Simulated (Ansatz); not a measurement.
Basis-set extrapolation for C2H9NSi2 (`N=CC[SiH2][SiH3]`) (PBE0-D4/def2-TZVP geometry, frozen core, Ansatz 0.2.0). Multiplicity 1, RHF reference.

|  | def2-TZVPP | def2-QZVPP |
| --- | --- | --- |
| HF | -713.340472 | -713.364495 |
| MP2 correlation | -0.790927 | -0.844408 |
| CCSD(T) correlation | -0.891018 | not run |

Energies in hartree. Use E(X) = E(∞) + A·exp(−7.88·√X) for Hartree–Fock and E(X) = E(∞) + B·X^(−2.97) for correlation, with X = 3 and 4, and add CCSD(T) minus MP2 of the smaller set to the MP2 limit.

Problem. What is the CCSD(T) energy at the basis-set limit?

Solution. HF limit: -713.364495 + (-0.024023) × 0.13774 = -713.36780. MP2 limit: -0.844408 + (-0.053481) × 0.74074 = -0.88402. Higher-order term: -0.891018 − (-0.790927) = -0.10009. Total: -714.35191 hartree, 75.6 kcal/mol below CCSD(T)/def2-TZVPP.
